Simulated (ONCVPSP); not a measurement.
## How hard is this lithium ONCV potential?

ONCVPSP 4.0.1 input, shortened (lines: element, Z, core and valence counts, functional; n l f; lmax; l rc ep ncon nbas qcut; lloc lpopt rc5 dvloc0; l nproj debl; icmod fcfact rcfact), PBE, scalar-relativistic:

```
  Li 3.00    1    1        4      upf
    1    0    2.00
    2    0    1.00
    2
    0    3.55    0.00    4    8    2.20
    1    3.05    0.26    4    8    2.50
    2    3.25    0.08    4    7    2.90
    4    5    3.00    4.00
    0    2    0.60
    1    2    1.80
    2    3    3.50
    0    0.00    0.00
```

In the p channel the program set the typed energies aside and used 0.050, 1.850 Ha.

**Question.** For each optimised wave give the share of its norm inside rc, the residual kinetic energy above qcut (Ha) and the cutoffs (Ha) for errors of 10, 1, 0.1 and 0.01 mHa per electron.

**Answer.**

```tsv
wave	norm inside rc	residual KE	10 mHa	1 mHa	0.1 mHa	0.01 mHa
2s	0.479	3.8e-05	0.3	1.3	2.2	6.8
s projector 2	0.181	6.6e-04	1.3	2.3	5.3	15.8
p projector 1	0.123	1.6e-04	0.8	2.1	3.9	18.6
p projector 2	0.251	1.3e-01	4.5	22.5	29.0	35.6
d projector 1	0.038	6.4e-07	0.3	0.8	1.4	2.6
d projector 2	0.195	4.3e-01	5.9	18.1	21.8	26.2
d projector 3	0.154	1.9e+00	9.9	12.1	19.9	31.5
```

The occupied waves need 1.3 Ha and 2.2 Ha for 1 and 0.1 mHa. The cutoffs count occupied waves only; projector 2 of the p channel, the hardest unoccupied one, needs 23 Ha at the loose tolerance. 1 of 2 tests not solved or not reliable.
